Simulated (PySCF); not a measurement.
C₂H₃O₂, SMILES [CH2]C(=O)O, multiplicity 2. Atoms are numbered in the order given.

```xyz
7

C      0.2624    -1.3854     0.0000
C     -0.1074     0.0206     0.0000
O     -1.2491     0.4326     0.0000
O      0.9609     0.8490     0.0000
H      1.3108    -1.6894     0.0000
H     -0.5393    -2.1252     0.0000
H      0.6044     1.7508     0.0000
```
Charge 0, spin multiplicity 2.

Geometry: ωB97X-D3(BJ)/def2-SVP. The isomer is the one that the SMILES or the coordinates give; other isomers of the formula were not compared. One conformer was computed; it need not be the lowest.

Computed with B3LYP/pcH-1 (PySCF).

Unrestricted Kohn–Sham, ⟨S²⟩ = 0.757. Hyperfine tensors hold the contact and dipolar terms, without spin-orbit corrections.

Problem. Estimate the hyperfine couplings. (Estimate from the structure and the level; the computed values follow.)

Solution. 
| nucleus | A(iso) (MHz) | A(iso) (G) | dipolar principal values (MHz) |
|---|---|---|---|
| 13C no. 1 | 81.2 | 29.0 | -74.0, -73.5, 147.6 |
| 13C no. 2 | -42.6 | -15.2 | -8.9, 2.0, 7.0 |
| 17O no. 3 | -12.0 | -4.3 | -57.0, 28.4, 28.6 |
| 17O no. 4 | 3.5 | 1.3 | -5.8, 2.1, 3.7 |
| 1H no. 5 | -59.6 | -21.3 | -34.2, -2.4, 36.6 |
| 1H no. 6 | -59.9 | -21.4 | -33.3, -2.6, 36.0 |
| 1H no. 7 | -3.4 | -1.2 | -2.6, -1.8, 4.5 |

Problem. And the g tensor (effective nuclear charges for spin-orbit coupling, GIAO)? (The exact figures need the calculation; the answer reports its results.)

Solution. principal values 2.0022, 2.0037, 2.0054; isotropic 2.0038.
